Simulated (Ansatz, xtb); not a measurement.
## Relative energy of two isomers of F2H2NSi2

Structure I: `F[Si]N[SiH]F`, a doublet. Structure II: `[H]/[Si]=N/[SiH](F)F`, a doublet. Both are isolated molecules in the gas phase, relaxed with PBE0-D3(BJ)/def2-SVP; the shapes shown needn't be the lowest conformers.

I (Å):

```xyz
7

F    -1.2514    4.1188    2.3335
F     0.5807    0.7746   -0.5729
N     0.4642    2.4402    1.5090
Si   -1.1143    3.0590    1.0800
Si    1.4787    1.2901    0.6840
H     0.8664    2.8610    2.3504
H     1.7833    0.1028    1.5550
```

II (Å):

| atom | x (Å) | y (Å) | z (Å) |
| --- | --- | --- | --- |
| F | 2.2266 | 2.5368 | 0.7775 |
| F | 1.6904 | 2.3347 | 3.2852 |
| N | 1.0622 | 0.2475 | 1.6312 |
| Si | 2.1612 | 1.4817 | 1.9961 |
| Si | -0.3424 | -0.4924 | 1.8101 |
| H | 3.5242 | 0.9791 | 2.2503 |
| H | -0.5429 | -1.7305 | 0.9428 |

Which of the two would you expect CCSD(T)/def2-SVP + ΔMP2/def2-TZVPP electronic energies to favour?

Structure II; the calculation gives E(II) − E(I) = −4.3 kcal/mol.

The same difference at several levels:

| level | geometry | E(II) − E(I) (kcal/mol) | departure from the last row (kcal/mol) | job, with rough time for the two |
| --- | --- | --- | --- | --- |
| GFN2-xTB | GFN2-xTB | −19.7 | −15.4 | optimisation, 0.21 s |
| HF/STO-3G | GFN2-xTB | +19.9 | +24.2 | single point, 0.52 s |
| r2SCAN-D4/def2-SVP | GFN2-xTB | −2.6 | +1.7 | single point, 3.1 s |
| PBE0-D3(BJ)/def2-SVP | PBE0-D3(BJ)/def2-SVP | +0.8 | +5.1 | optimisation, 47 s |
| HF/def2-SVP | PBE0-D3(BJ)/def2-SVP | +1.8 | +6.1 | part of the CCSD(T) run |
| MP2/def2-SVP | PBE0-D3(BJ)/def2-SVP | −3.9 | +0.4 | part of the CCSD(T) run |
| CCSD(T)/def2-SVP | PBE0-D3(BJ)/def2-SVP | −2.3 | +2.0 | single point |
| CCSD(T)/def2-SVP + ΔMP2/def2-TZVPP | PBE0-D3(BJ)/def2-SVP | −4.3 |  | single point, 35 s |

As drawn, II has 1 Si–H, 1 N=Si in place of 1 N–Si, 1 N–H.

HF/STO-3G, PBE0-D3(BJ)/def2-SVP, HF/def2-SVP put the two in the other order. The largest departure from CCSD(T)/def2-SVP + ΔMP2/def2-TZVPP is that of HF/STO-3G, 24.2 kcal/mol. The last row adds to CCSD(T) the change of the MP2 difference between the two basis sets, here −2.0 kcal/mol.

With harmonic frequencies from PBE0-D3(BJ)/def2-SVP (ideal gas, rigid rotor, one conformer each, 298.15 K, 1 atm): on the last row, ΔE + ΔZPE = −6.1 kcal/mol. A mode under 50 cm⁻¹ makes harmonic enthalpies and free energies unreliable, so none is given.

Open shells are spin-unrestricted. The correlated steps freeze 13 core orbitals. Run with Ansatz 0.2.0, xtb 6.7.1; the last row on 2 threads of Intel(R) Xeon(R) 6975P-C (Granite Rapids) on a shared host.
